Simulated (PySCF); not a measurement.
Computed shifts of a molecule CH₁₁NSi₃, PBE/pcSseg-1 (PySCF), GIAO, gas phase, atoms alike by connectivity averaged where their shifts nearly agree, in ppm (number of nuclei): ¹³C: 4.5 (1). ²⁹Si: -21.9 (1), -42.4 (1), -111.4 (1). ¹⁵N: 15.5 (1). ¹H: 5.66 (1), 5.49 (1), 5.28 (1), 5.17 (1), 3.75 (3), 0.50 (3), -0.48 (1). References: ¹³C against TMS (σ = 182.0 ppm); ²⁹Si against TMS (σ = 335.4 ppm); ¹⁵N against NH3 (σ = 267.0 ppm); ¹H against TMS (σ = 31.49 ppm), references at their B3LYP-D3(BJ)/def2-TZVP geometries, non-relativistic. Geometry: PBE0-D3(BJ)/def2-SVP. The values are those of a single conformer.

Question: Identify the compound among the candidates.
(A) C[SiH2]N[SiH2][SiH3]
(B) N[Si@@H]([SiH3])C[SiH3]
(C) NC[SiH]([SiH3])[SiH3]
(D) [SiH3]CN([SiH3])[SiH3]

Answer: A, C[SiH2]N[SiH2][SiH3]
